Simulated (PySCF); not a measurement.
Compound: C2H5BF2O2.
Atom-mapped SMILES: `[BH2:1][O:2][CH2:3][O:4][CH:5]([F:6])[F:7]` (hydrogens: H8, H9 on B1; H10, H11 on C3; H12 on C5)

Computed by this run: PySCF, PBE0-D3(BJ)/def2-SVP geometry optimisation, gas phase; density fitting, grid level 1; the optimiser is geomeTRIC in internal coordinates, started from a GFN2-xTB structure with every atom displaced at random (about 0.01 Å).

Step 0: E = -12337.8907 eV
```
atom  x, y, z in Å  |  force x, y, z in eV/Å
B1      2.2348   -0.2210    0.1391   -1.276   1.163  -0.824
O2      0.9411   -0.5176   -0.1251    0.076  -0.169  -0.127
C3      0.0209    0.3180   -0.7800    0.942   0.500   0.731
O4     -0.8770    0.8305    0.1358   -1.137  -0.647   0.536
C5     -1.7012   -0.1181    0.7087   -0.255   0.098   0.617
F6     -2.6511   -0.5504   -0.1510    0.446   0.191  -0.146
F7     -2.3448    0.4557    1.7340    0.353   0.144  -0.372
H8      2.6992    0.8311   -0.2225    0.043   0.135  -0.119
H9      2.8168   -1.0048    0.7330    0.957  -1.208   0.875
H10    -0.4633   -0.2643   -1.5499   -0.385  -0.399  -0.533
H11     0.5117    1.2073   -1.1849    0.229   0.046  -0.340
H12    -1.1491   -0.9970    1.1001    0.007   0.148  -0.298
```

Step 1: E = -12338.0050 eV
```
atom  x, y, z in Å  |  force x, y, z in eV/Å
B1      2.2669   -0.1974    0.0893    0.084  -0.115   0.130
O2      0.9750   -0.5387   -0.0786   -0.014  -0.029   0.067
C3      0.0451    0.3027   -0.6950   -0.257  -0.004  -0.152
O4     -0.8682    0.7962    0.2358    0.237  -0.200   0.084
C5     -1.7538   -0.1237    0.7282   -0.034   0.358  -0.513
F6     -2.6118   -0.4733   -0.2589   -0.054  -0.116   0.178
F7     -2.4374    0.4864    1.6838   -0.073  -0.072   0.141
H8      2.6814    0.8497   -0.3569   -0.006   0.025  -0.016
H9      2.9547   -0.9872    0.6958   -0.013   0.076  -0.082
H10    -0.4782   -0.2848   -1.4739    0.091   0.094   0.098
H11     0.5382    1.1792   -1.1393   -0.003   0.025  -0.007
H12    -1.2740   -1.0396    1.1071    0.042  -0.042   0.072
```

Step 2: E = -12338.0106 eV
```
atom  x, y, z in Å  |  force x, y, z in eV/Å
B1      2.2621   -0.1993    0.1079   -0.022   0.020  -0.065
O2      0.9732   -0.5459   -0.0805    0.006  -0.086  -0.005
C3      0.0487    0.2966   -0.7091   -0.044   0.043   0.048
O4     -0.8591    0.7944    0.2207   -0.210  -0.059  -0.011
C5     -1.7550   -0.1119    0.7162    0.102  -0.179  -0.008
F6     -2.6451   -0.4791   -0.2337    0.116   0.150   0.040
F7     -2.4150    0.4830    1.7002   -0.027   0.108  -0.011
H8      2.6528    0.8640   -0.3238    0.049   0.010   0.025
H9      2.9667   -0.9909    0.6854   -0.025   0.029  -0.001
H10    -0.4686   -0.2863   -1.4890    0.012  -0.011   0.018
H11     0.5464    1.1730   -1.1500    0.009  -0.008  -0.009
H12    -1.2692   -1.0282    1.0934    0.033  -0.019  -0.019
```

**Question.** Estimate the geometry and energy of step 3. (The exact step hangs on the optimiser's Hessian estimate; all steps are aligned on step 2, rigid shifts and turns removed.)

**Answer.** E = -12338.0134 eV, largest force 0.070 eV/Å
```
atom  x, y, z in Å  |  force x, y, z in eV/Å
B1      2.2603   -0.1957    0.1034   -0.010   0.001   0.041
O2      0.9731   -0.5491   -0.0860    0.034  -0.021  -0.041
C3      0.0448    0.2925   -0.7113   -0.002   0.059   0.037
O4     -0.8598    0.7901    0.2207   -0.035  -0.006  -0.027
C5     -1.7514   -0.1151    0.7179    0.010  -0.044  -0.018
F6     -2.6442   -0.4658   -0.2330    0.040   0.022   0.012
F7     -2.4078    0.4873    1.7011   -0.009   0.019   0.037
H8      2.6630    0.8717   -0.3084   -0.020  -0.007  -0.019
H9      2.9585   -0.9868    0.6867    0.015  -0.002  -0.007
H10    -0.4725   -0.2928   -1.4881   -0.014  -0.015  -0.004
H11     0.5408    1.1684   -1.1554   -0.001  -0.008  -0.006
H12    -1.2668   -1.0352    1.0898   -0.008   0.002  -0.005
```

The energy changes by -0.0028 eV. The first-order estimate −F·Δx gives -0.0059 eV and the mean of the old and new forces, exact on a quadratic surface, -0.0029 eV. The step makes an angle of 64° with the force vector and moves no atom by more than 0.020 Å.

What follows is the cost of the whole optimisation. Time: 63 s; peak memory 0.51 GiB. Hardware: one thread of an Arm Neoverse V2, on a shared host.
